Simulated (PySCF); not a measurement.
tantalum atom (Ta), quartet (core potentials on Ta).

Here is a job for PySCF.
```python
from pyscf import gto, scf

mol = gto.M(
    atom='''
Ta    0.00000000    0.00000000    0.00000000
''',
    basis='def2-svp',
    ecp={'Ta': 'def2-svp'},
    spin=3,
    verbose=4,
)

mf = scf.UHF(mol)
mf = mf.density_fit(auxbasis='def2-universal-jkfit')
mf.kernel()
```

### Question
What does this run give for the <S^2>, number of basis functions, dipole moment, total energy?

### Answer

```yaml
"<S^2>": 3.772
number_of_basis_functions: 32
dipole_moment: 0.00 D
total_energy: -56.2787 Eh
```

These values belong to the state on which the SCF converged, which isn't shown to be the lowest.
